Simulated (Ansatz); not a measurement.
The molecule CrS, multiplicity 7 (not the ground state: that is measured with 2S+1 = 5). No spin–orbit coupling. Cr is treated without relativity.

Seven points along R, fitted to fifth degree in 1/R; most abundant isotopes. In def2 and cc sets the state is the lowest found near the PBE0 minimum, followed along R.

Codes used: Ansatz (Gaussian basis) for Hartree–Fock, density functionals and correlated methods. Each number belongs to the level named beside it.

Energies at PBE0/def2-TZVPP:

```tsv
R (Å)	E (hartree)
2.149235	-1442.28083054
2.207010	-1442.28444259
2.260163	-1442.28616830
2.320250	-1442.28664521
2.380336	-1442.28588492
2.449666	-1442.28383131
2.530551	-1442.28027034
```

Q: With a reduced mass of 19.7902 u, find the minimum, the force constant and the constants.

A: A fifth-degree polynomial in 1/R puts the minimum at r_e = 2.3110 Å with force constant 155 N/m. Then ω_e = (1/2πc)√(k/μ) = 364 cm⁻¹ and B_e = h/(8π²cμr_e²) = 0.1595 cm⁻¹; the cubic and quartic terms give α_e = 0.00091 and ω_e x_e = 1.5 cm⁻¹.

Ansatz is an electronic-structure program.
